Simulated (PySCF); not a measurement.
BBr$_{3}$, charge +1, doublet, geometry from GFN2-xTB (a state made from the parent by changing its charge; the spin is typed, not shown lowest); BLYP/6-31G* run with PySCF.

PySCF was given this input:
```python
from pyscf import gto, scf, dft

mol = gto.Mole()
mol.atom = '''
    B     0.018222   -0.019963   -0.037976
    Br   -1.511018   -1.113260   -0.137110
    Br    0.019585    1.670594   -0.866056
    Br    1.488830   -0.554483    1.008591
'''
mol.basis = '6-31g*'
mol.charge = 1
mol.spin = 1
mol.verbose = 4
mol.build()

mf = dft.UKS(mol)
mf.xc = 'blyp'
mf.kernel()
```

The log (banner, timings and long lists left out):

```
PySCF version 2.14.0

[INPUT] verbose = 4
[INPUT] num. atoms = 4
[INPUT] num. electrons = 109
[INPUT] charge = 1
[INPUT] spin (= nelec alpha-beta = 2S) = 1
[INPUT] symmetry False subgroup None
[INPUT] Mole.unit = angstrom
[INPUT] Symbol           X                Y                Z      unit          X                Y                Z       unit  Magmom
[INPUT]  1 B      0.018222000000  -0.019963000000  -0.037976000000 AA    0.034434589442  -0.037724602625  -0.071764239306 Bohr   0.0
[INPUT]  2 Br    -1.511018000000  -1.113260000000  -0.137110000000 AA   -2.855410189288  -2.103756505433  -0.259100348939 Bohr   0.0
[INPUT]  3 Br     0.019585000000   1.670594000000  -0.866056000000 AA    0.037010286150   3.156965125342  -1.636608648536 Bohr   0.0
[INPUT]  4 Br     1.488830000000  -0.554483000000   1.008591000000 AA    2.813480946036  -1.047821010727   1.905960761701 Bohr   0.0

nuclear repulsion = 744.225733303247
number of shells = 42
number of NR pGTOs = 312
number of NR cGTOs = 110
basis = 6-31g*
ecp = {}

******** <class 'pyscf.dft.uks.UKS'> ********
method = UKS
initial guess = minao
damping factor = 0
level_shift factor = 0
DIIS = <class 'pyscf.scf.diis.CDIIS'>
diis_start_cycle = 1
diis_space = 8
diis_damp = 0
SCF conv_tol = 1e-09
SCF conv_tol_grad = None
SCF max_cycles = 50
direct_scf = True
direct_scf_tol = 1e-13
number electrons alpha = 55  beta = 54
XC library pyscf.dft.libxc version 7.1.2
    S. Lehtola, C. Steigemann, M. J. T. Oliveira, and M. A. L. Marques,  SoftwareX 7, 1–5 (2018)
XC functionals = blyp
    A. D. Becke,  Phys. Rev. A 38, 3098 (1988)
    C. Lee, W. Yang, and R. G. Parr,  Phys. Rev. B 37, 785 (1988)
    B. Miehlich, A. Savin, H. Stoll, and H. Preuss,  Chem. Phys. Lett. 157, 200 (1989)
radial grids:
    Treutler-Ahlrichs [JCP 102, 346 (1995); DOI:10.1063/1.469408] (M4) radial grids

becke partition: Becke, JCP 88, 2547 (1988); DOI:10.1063/1.454033
pruning grids: <function nwchem_prune>
grids dens level: 3
symmetrized grids: False
atomic radii adjust function: <function treutler_atomic_radii_adjust>
small_rho_cutoff = 0
Set gradient conv threshold to 3.16228e-05
tot grids = 75320
init E= -7743.88523500993

cycle= 1 E= -7746.18126585227  delta_E= -2.3  |g|= 0.255  |ddm|=  1.9
cycle= 2 E= -7746.1623148029  delta_E= 0.019  |g|= 0.294  |ddm|= 0.511
cycle= 3 E= -7746.18932995176  delta_E= -0.027  |g|= 0.123  |ddm|= 0.367
cycle= 4 E= -7746.19772335737  delta_E= -0.00839  |g|= 0.00781  |ddm|= 0.14
cycle= 5 E= -7746.19776102046  delta_E= -3.77e-05  |g|= 0.00085  |ddm|= 0.0106
cycle= 6 E= -7746.19776114285  delta_E= -1.22e-07  |g|= 0.000657  |ddm|= 0.00273
cycle= 7 E= -7746.19776062112  delta_E= 5.22e-07  |g|= 0.000974  |ddm|= 0.00429
cycle= 8 E= -7746.19776157794  delta_E= -9.57e-07  |g|= 5.21e-05  |ddm|= 0.00264
cycle= 9 E= -7746.19776158021  delta_E= -2.26e-09  |g|= 1.72e-05  |ddm|= 0.00013
cycle= 10 E= -7746.19776157951  delta_E= 6.95e-10  |g|= 3.13e-05  |ddm|= 0.000105
Extra cycle  E= -7746.1977615433  delta_E= 3.62e-08  |g|= 0.000192  |ddm|= 0.000594
SCF not converged.
SCF energy = -7746.1977615433 after 50 cycles  <S^2> = 0.75097485  2S+1 = 2.0009746
```

Convergence was not reached.
